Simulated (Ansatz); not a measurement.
Cost and result for the atomization energy of `CC[P+](CC)(CC)[Ga-]([F])([F])[F]` (26 atoms, 25 bonds).

Z-matrix (Å, degrees):
```
C
C 1 1.523
H 1 1.091 2 109.9
H 1 1.092 2 111.9 3 -119.3
H 1 1.092 2 110.7 3 119.3
P 2 1.819 1 113.1 3 -179.1
H 2 1.093 1 110.0 3 -60.5
H 2 1.095 1 111.8 3 58.7
C 6 1.819 2 106.8 1 -68.6
C 6 1.819 2 106.8 1 177.4
Ga 6 2.401 2 112.0 1 54.4
C 9 1.523 6 113.1 2 177.5
H 9 1.095 6 108.0 2 -58.2
H 9 1.093 6 106.3 2 56.7
C 10 1.523 6 113.1 2 -68.5
H 10 1.093 6 106.3 2 170.7
H 10 1.095 6 108.0 2 55.8
F 11 1.772 6 104.5 2 125.2
F 11 1.772 6 104.4 2 -114.8
F 11 1.772 6 104.5 2 5.2
H 12 1.092 9 110.7 6 -59.8
H 12 1.091 9 109.9 6 -179.1
H 12 1.092 9 111.9 6 61.6
H 15 1.091 10 109.9 6 -179.1
H 15 1.092 10 111.9 6 61.6
H 15 1.092 10 110.7 6 -59.8
```

Total charge 0; spin multiplicity 1. Correlated methods include outer-core shells of Ga, which these sets cover unevenly. Scalar relativity is left out up to krypton. The geometry is a stationary point of PBE0-D4/def2-TZVP. It is one conformer, not always the lowest. Program: Ansatz. All runs use 11 threads of an AMD EPYC 7R13 on a shared host and a whole NVIDIA H100 80 GB. Times are those of one run each, without the atoms' runs, and a repeat can differ threefold. Electronic energies, without spin–orbit coupling; frozen cores. CCSD(T)/CBS adds CCSD(T) − MP2 in def2-TZVPP to the MP2 limit, and its time is that of the two runs behind it. T1 = 0.012. With those shells the extrapolation isn't a true limit. HSE06 is the plane-wave form, built on full-range PBE exchange.

CCSD(T)/CBS is a level of theory with its own doubt, some kJ/mol a heavy atom from the limit and from the frozen cores, so smaller differences don't rank the functionals.

```json
{"level": "PBE0-D4/def2-TZVPP", "functions": "579", "wall time": "3 s"}
{"level": "BHLYP-D4/def2-TZVPP", "functions": "579", "wall time": "3.1 s"}
{"level": "r2SCAN-D4/def2-TZVPP (with forces)", "functions": "579", "wall time": "3.2 s"}
{"level": "B97M-V/def2-TZVPP", "functions": "579", "wall time": "3.2 s"}
{"level": "CAM-B3LYP-D4/def2-TZVPP", "functions": "579", "wall time": "3.3 s"}
{"level": "r2SCANh-D4/def2-TZVPP", "functions": "579", "wall time": "3.6 s"}
{"level": "PBE-QIDH/def2-TZVPP", "functions": "579", "wall time": "3.9 s"}
{"level": "HSE06-D4/def2-TZVPP", "functions": "579", "wall time": "4.2 s"}
{"level": "CCSD(T)/def2-SVP", "functions": "251", "wall time": "4.5 s"}
{"level": "ωB97M-V/def2-TZVPP (with forces)", "functions": "579", "wall time": "5.5 s"}
{"level": "MP2/def2-QZVPP", "functions": "1122", "wall time": "11 s"}
{"level": "CCSD(T)/def2-TZVPP", "functions": "579", "wall time": "79 s"}
{"level": "CCSD(T)/CBS(def2)", "functions": "–", "wall time": "89 s"}
```

**Question.** What atomization energy does each give, and how far from CCSD(T)/CBS? (Estimate.)

**Answer.** Ansatz gave: 
```json
{"level": "PBE0-D4/def2-TZVPP", "atomization (kJ/mol)": "10066.1", "difference from CCSD(T)/CBS": "16.7", "per bond": "0.7"}
{"level": "BHLYP-D4/def2-TZVPP", "atomization (kJ/mol)": "9785.7", "difference from CCSD(T)/CBS": "-263.7", "per bond": "-10.5"}
{"level": "r2SCAN-D4/def2-TZVPP (with forces)", "atomization (kJ/mol)": "10068.3", "difference from CCSD(T)/CBS": "18.9", "per bond": "0.8"}
{"level": "B97M-V/def2-TZVPP", "atomization (kJ/mol)": "10051.7", "difference from CCSD(T)/CBS": "2.3", "per bond": "0.1"}
{"level": "CAM-B3LYP-D4/def2-TZVPP", "atomization (kJ/mol)": "10085.9", "difference from CCSD(T)/CBS": "36.5", "per bond": "1.5"}
{"level": "r2SCANh-D4/def2-TZVPP", "atomization (kJ/mol)": "10017.1", "difference from CCSD(T)/CBS": "-32.3", "per bond": "-1.3"}
{"level": "PBE-QIDH/def2-TZVPP", "atomization (kJ/mol)": "10010.4", "difference from CCSD(T)/CBS": "-39.0", "per bond": "-1.6"}
{"level": "HSE06-D4/def2-TZVPP", "atomization (kJ/mol)": "10070.5", "difference from CCSD(T)/CBS": "21.1", "per bond": "0.8"}
{"level": "CCSD(T)/def2-SVP", "atomization (kJ/mol)": "9586.5", "difference from CCSD(T)/CBS": "-462.9", "per bond": "-18.5"}
{"level": "ωB97M-V/def2-TZVPP (with forces)", "atomization (kJ/mol)": "10054.3", "difference from CCSD(T)/CBS": "4.9", "per bond": "0.2"}
{"level": "MP2/def2-QZVPP", "atomization (kJ/mol)": "10116.4", "difference from CCSD(T)/CBS": "67.0", "per bond": "2.7"}
{"level": "CCSD(T)/def2-TZVPP", "atomization (kJ/mol)": "9828.8", "difference from CCSD(T)/CBS": "-220.6", "per bond": "-8.8"}
{"level": "CCSD(T)/CBS(def2)", "atomization (kJ/mol)": "10049.4", "difference from CCSD(T)/CBS": "0.0", "per bond": "0.0"}
```

From r2SCAN to r2SCAN0 (25 % exact exchange), in def2-TZVPP and without D4, the atomization energy moves by −126.7 kJ/mol: exact exchange takes away binding that semilocal exchange gives to molecules. In def2-TZVPP, CCSD(T) changes the Hartree–Fock value by +2341.7 kJ/mol (the triples alone add +133.6 kJ/mol) and MP2 by +2498.5 kJ/mol; breaking electron pairs costs correlation energy, which Hartree–Fock lacks. The D4 term adds +123.8 kJ/mol with B3LYP and +67.8 kJ/mol with PBE0; it sums over pairs of atoms, weighted by their polarisabilities, and B3LYP, whose exchange is more repulsive, gets the larger term.

B3LYP here is the variant with VWN-RPA as its local correlation; programs differ in this.
